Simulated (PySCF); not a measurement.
Ta(NH)(Cl)2(Me) (CH₄Cl₂NTa), SMILES [CH3][Ta](=[NH])([Cl])[Cl], multiplicity 1.

Coordinates come from a PBE0-D3(BJ)/def2-SVP optimisation. The multiplicity is an assumed one; no other spin state was optimised. The structure was generated by enumeration; whether it is a known compound was not checked. The def2 effective core potentials stand for the cores of Ta; spin–orbit coupling is left out.

Calculation: PySCF with r2SCAN/def2-TZVP.

Symmetry labels are those of the subgroup Cs that the program uses (full group Cs).

Computed valence orbital energies around the gap with their symmetry:
```csv
orbital,symmetry,energy (eV)
HOMO−7,A",-9.81
HOMO−6,A',-9.01
HOMO−5,A",-8.96
HOMO−4,A',-8.74
HOMO−3,A",-8.53
HOMO−2,A',-7.94
HOMO−1,A',-7.34
HOMO,A",-7.20
LUMO,A",-2.77
LUMO+1,A',-2.29
LUMO+2,A',-1.23
LUMO+3,A",-0.65
```
